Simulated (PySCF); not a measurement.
V(NH2)4: V(IV) (d1), charge 0. The structure is a PBE0-D3(BJ)/def2-TZVP geometry optimised for multiplicity 2; coordination tetrahedral, point group D2d, metal–donor distances 1.85 Å.

```
13

V     0.0000    0.0000    0.0000
N     0.9689    1.1120    1.1120
H     1.4135    0.7900    1.9615
H     1.4135    1.9615    0.7900
N     0.9689   -1.1120   -1.1120
H     1.4135   -0.7900   -1.9615
H     1.4135   -1.9615   -0.7900
N    -0.9689   -1.1120    1.1120
H    -1.4135   -1.9615    0.7900
H    -1.4135   -0.7900    1.9615
N    -0.9689    1.1120   -1.1120
H    -1.4135    1.9615   -0.7900
H    -1.4135    0.7900   -1.9615
```

Method (PySCF 2.14, density fitting): CASSCF(1,5) with orbitals averaged over all microstates of the shell, strongly contracted NEVPT2 on the averaged canonical orbitals; basis x2c-TZVPall; spin-free X2C; gas phase; spin-orbit coupling by state interaction with the mean-field operator over all roots.

Problem. Which term lies lowest, and with what spin?

Solution. 2B1 (from 2E) (S = 1/2, orbital degeneracy 1), with 1.0 electrons in the lower (e-type) set and 0.0 in the upper (t2-type) set, by NEVPT2.

Problem. Where do the spin-allowed transitions within the shell lie?

Solution. By NEVPT2: 2A1 (from 2E) at 12586 cm⁻¹ (795 nm); 2E (from 2T2) at 18943 cm⁻¹ (528 nm); 2B2 (from 2T2) at 24286 cm⁻¹ (412 nm). The strongest, at 18943 cm⁻¹, has f = 2.0e-03.

Problem. Give the fitted ligand-field and repulsion parameters.

Solution. At NEVPT2 level: orbital energies 0, 12586, 18943, 18943, 24286 cm⁻¹; 10Dq = 14431 cm⁻¹ (difference of the means of the two sets); ζ = 170 cm⁻¹ (free ion 245).

Problem. What magnetic behaviour follows?

Solution. The ground doublet has g = 1.954, 1.986, 1.986. μeff is 1.73 μB at 300 K and 1.71 μB at 10 K; the spin-only value is 1.73 μB.

Charge-transfer states lie outside this active space and may come lower than some of these levels. NEVPT2 lifts 2A1 (from 2E) from 9618 to 12586 cm⁻¹; on the d shell alone such lifts tend to overshoot. An active orbital has only 0.72 squared overlap with the free ion's shell, so the metal shell alone is a small active space here. NEVPT2 on the d shell alone tends to put d–d bands too high for such charged or covalently bound ions.

The job took 14 s on one thread of Arm Neoverse V2 (shared host), with 220 basis functions and a peak of 0.67 GiB, launched as `OMP_NUM_THREADS=1 python lf_run.py task.json out`.
